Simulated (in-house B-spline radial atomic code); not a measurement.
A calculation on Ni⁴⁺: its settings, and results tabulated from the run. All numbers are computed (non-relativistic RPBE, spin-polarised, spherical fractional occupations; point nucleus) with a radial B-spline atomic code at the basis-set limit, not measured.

Command:
```bash
python run_scf.py task.json out
```
Settings:
```
Z                28
configuration    [Ar] 3d6
hamiltonian      nr
method           rpbe,pbe
spin_polarised   True
```

Output (hartree, bohr):
```
 radial grid: 46 intervals, B-splines of order 8, outer radius 14.6809 bohr

 iter        energy (Eh)    residual
    1       -1485.867623    8.25e-01
    2       -1495.441544    7.20e-01
    3       -1503.429456    1.46e-01
    4       -1503.900263    2.58e-02
    5       -1503.906986    1.44e-02
    6       -1503.911254    4.19e-03
    7       -1503.911652    1.02e-04
    8       -1503.911652    3.03e-06
    9       -1503.911652    3.32e-07
   10       -1503.911652    2.07e-08

 total energy                     -1503.91165
 kinetic                            1502.9118
 electron-nucleus                  -3533.8981
 Hartree                             588.3469
 exchange-correlation                -61.2722

 orbital      occ     eigenvalue          <r>       <r^2>       <1/r>     <1/r^2>       r_max
 1s up      1.000      -300.8579    0.0548268  0.00402923     27.5161     1523.61     0.03614
 1s down    1.000      -300.8584    0.0548264  0.00402915     27.5162     1523.62     0.03614
 2s up      1.000       -37.8070     0.248408   0.0727484       5.946     144.758      0.2077
 2s down    1.000       -37.7061     0.247939   0.0724609     5.95807     145.309      0.2075
 2p up      3.000       -33.2866     0.216845    0.057651     5.90333     47.7219      0.1662
 2p down    3.000       -33.2128      0.21635   0.0573644     5.91379     47.8656      0.1661
 3s up      1.000        -6.3259     0.735749    0.622473     1.92111     22.7191      0.6433
 3s down    1.000        -6.1316     0.739142    0.628575     1.90909     22.3823      0.6447
 3p up      3.000        -4.9343     0.758582    0.673691     1.80671     7.14647      0.6439
 3p down    3.000        -4.7415     0.764162    0.684501     1.79184     7.02392       0.646
 3d up      5.000        -2.6034     0.829075    0.851849     1.53769     3.11694      0.6034
 3d down    1.000        -2.4138     0.851803    0.905791     1.50858     3.02262      0.6113

 Slater integrals (Eh)
   F0(3p up,3p up)               1.189959
   F2(3p up,3p up)               0.598023
   F0(3p up,3p down)             1.185830
   F2(3p up,3p down)             0.595891
   F0(3p up,3d up)               1.142673
   F2(3p up,3d up)               0.549312
   G1(3p up,3d up)               0.673354
   G3(3p up,3d up)               0.413930
   F0(3p up,3d down)             1.128131
   F2(3p up,3d down)             0.540085
   F0(3p down,3p down)           1.181740
   F2(3p down,3p down)           0.593800
   F0(3p down,3d up)             1.138896
   F2(3p down,3d up)             0.547554
   F0(3p down,3d down)           1.124467
   F2(3p down,3d down)           0.538444
   G1(3p down,3d down)           0.662057
   G3(3p down,3d down)           0.405436
   F0(3d up,3d up)               1.106899
   F2(3d up,3d up)               0.525796
   F4(3d up,3d up)               0.329903
   F0(3d up,3d down)             1.093089
   F2(3d up,3d down)             0.517175
   F4(3d up,3d down)             0.324069
   (list cut)
```

Run time, properties included: 0.15 s on 1 thread of Arm Neoverse V1, with other jobs on the host.
